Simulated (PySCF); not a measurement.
C3H6O2Si.

```xyz
12

C     -2.6649     0.4027    -0.1128
C     -1.6061     1.1940    -0.2804
O     -0.2688     0.8869    -0.1997
C      0.2219    -0.3428     0.0789
O     -0.4462    -1.3172     0.2902
Si     2.1496    -0.3777     0.1025
H     -3.6505     0.8592    -0.2239
H     -2.5900    -0.6556     0.1248
H     -1.7027     2.2559    -0.5189
H      2.5554    -0.8529     1.4552
H      2.5750    -1.3640    -0.9303
H      2.7328     0.9634    -0.1803
```

Coordinates come from a PBE0-D3(BJ)/def2-SVP optimisation. Other conformers were not sampled.

Method: PBE0/pcSseg-1 (PySCF). Non-relativistic, no solvent.

Computed absolute GIAO shielding of each atom: isotropic value and principal components (ppm):
```tsv
atom	σ(iso)	σ11	σ22	σ33	span
C1	73.2	-35.3	94.9	159.9	195.1
C2	32.9	-74.6	73.3	99.9	174.5
O3	51.4	-171.1	98.4	227.0	398.1
C4	1.7	-105.5	50.0	60.5	165.9
O5	-208.7	-609.6	-273.5	257.0	866.7
Si6	434.0	408.0	435.4	458.5	50.5
H7	26.3	24.6	25.5	28.7	4.1
H8	24.6	20.8	24.0	29.0	8.2
H9	25.0	21.5	25.6	27.7	6.2
H10	27.1	24.4	25.6	31.4	7.0
H11	27.1	24.4	25.6	31.4	7.0
H12	27.2	23.7	26.1	31.7	7.9
```
